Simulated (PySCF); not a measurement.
C3H10OSi2, SMILES C[Si](C)([SiH3])C=O.

Geometry optimised at B3LYP-D3(BJ)/def2-SVP. The structure was generated by enumeration, and PubChem lists no compound with its InChIKey, so it may never have been made. Other conformers were not sampled.

Computed with B3LYP-D3(BJ)/def2-SVP run with PySCF 2.14.0.

Frequencies are harmonic and unscaled.

Problem. List the normal modes with their intensities. (The exact figures need the calculation; the answer reports its results.)

Solution. 
```csv
mode,ν (cm⁻¹),IR (km/mol),moving atoms (share of kinetic energy)
1,49,5.0,"O 56 %, Si 22 %, H 14 %, C 8 %"
2,88,0.3,H 96 %
3,111,1.0,H 87 %
4,123,0.8,"C 41 %, H 37 %, Si 21 %"
5,135,1.7,"H 41 %, C 40 %, Si 14 %"
6,140,7.0,"H 33 %, C 26 %, O 25 %, Si 16 %"
7,153,0.5,"H 86 %, C 9 %"
8,187,1.2,"C 43 %, H 39 %, Si 15 %"
9,196,2.1,"C 39 %, H 37 %, Si 24 %"
10,360,9.6,"O 35 %, Si 30 %, C 23 %, H 12 %"
11,423,9.2,"Si 65 %, H 16 %, C 11 %, O 9 %"
12,490,3.7,"H 82 %, Si 12 %"
13,502,7.3,"H 82 %, Si 13 %"
14,612,15.5,"C 60 %, H 26 %, Si 14 %"
15,671,14.1,"C 44 %, H 32 %, Si 23 %"
16,703,5.1,"H 51 %, C 35 %, Si 13 %"
17,768,2.0,"H 71 %, C 21 %"
18,784,40.1,"H 42 %, Si 29 %, C 28 %"
19,798,40.8,"H 69 %, C 22 %, Si 8 %"
20,853,239.6,"H 73 %, C 15 %, Si 11 %"
21,869,126.9,"H 68 %, C 22 %, Si 8 %"
22,908,5.9,"H 67 %, C 20 %, Si 11 %"
23,945,43.2,H 97 %
24,946,45.4,H 97 %
25,1264,24.2,"H 79 %, C 21 %"
26,1271,6.3,"H 80 %, C 20 %"
27,1382,14.3,"H 82 %, C 11 %"
28,1427,1.8,H 95 %
29,1431,1.6,H 96 %
30,1438,4.6,H 96 %
31,1439,8.6,H 96 %
32,1776,124.7,"C 58 %, O 41 %"
33,2195,79.3,H 98 %
34,2204,92.5,H 96 %
35,2215,87.5,H 96 %
36,2763,192.1,H 93 %
37,3027,4.7,H 97 %
38,3032,3.8,H 97 %
39,3117,3.7,"H 91 %, C 9 %"
40,3121,3.2,"H 91 %, C 9 %"
41,3123,4.0,"H 91 %, C 9 %"
42,3135,1.1,"H 91 %, C 9 %"
```
